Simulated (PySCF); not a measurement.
# A survey of ¹⁵N NMR shifts

PySCF calculation with shieldings: GIAO PBE0/pcSseg-1 and coordinates at the GFN2-xTB level; one computed conformer, isolated molecule, rapidly exchanging positions averaged, no relativistic terms.

Shieldings were converted by a linear fit to measured shifts: ¹⁵N (scatter 6.3 ppm rms vs CH3NO2, solution or neat liquid). Occasional misses reach two or three times the rms, and more in compound classes unlike the fitted ones.

Problem. Give the ¹⁵N shifts of `CO[C@H]1CC(C)=C1C(N)=O`, `CC/C(=C\N(C)C)CCF`, `N[C@@H]1CC[C@H](S)C1`, `CC[Si@@H](N)S[SiH2]N`, `Cc1nn([SiH](C)C)cp1`, `CC[C@@]1(C#N)CN[Si@@H]1P`.

Solution. 
```csv
compound,environment,δ (ppm)
CO[C@H]1CC(C)=C1C(N)=O,amide-type nitrogen,-286.0
CC/C(=C\N(C)C)CCF,enamine nitrogen,-339.4
N[C@@H]1CC[C@H](S)C1,amine nitrogen,-347.6
[CH3:1][CH2:2][Si@@H:3]([NH2:4])[S:5][SiH2:6][NH2:7],"N4: nitrogen bonded to Si, 2 H",-373.6
[CH3:1][CH2:2][Si@@H:3]([NH2:4])[S:5][SiH2:6][NH2:7],"N7: nitrogen bonded to Si, 2 H",-387.2
[CH3:1][c:2]1[n:3][n:4]([SiH:5]([CH3:6])[CH3:7])[cH:8][p:9]1,N3: pyridine-type nitrogen of an azole,-56.6
[CH3:1][c:2]1[n:3][n:4]([SiH:5]([CH3:6])[CH3:7])[cH:8][p:9]1,N4: pyrrole-type ring nitrogen,-160.6
[CH3:1][CH2:2][C@@:3]1([C:4]#[N:5])[CH2:6][NH:7][Si@@H:8]1[PH2:9],N5: nitrile nitrogen,-117.1
[CH3:1][CH2:2][C@@:3]1([C:4]#[N:5])[CH2:6][NH:7][Si@@H:8]1[PH2:9],"N7: nitrogen bonded to C, Si, H, in a 4-membered ring",-362.4
```
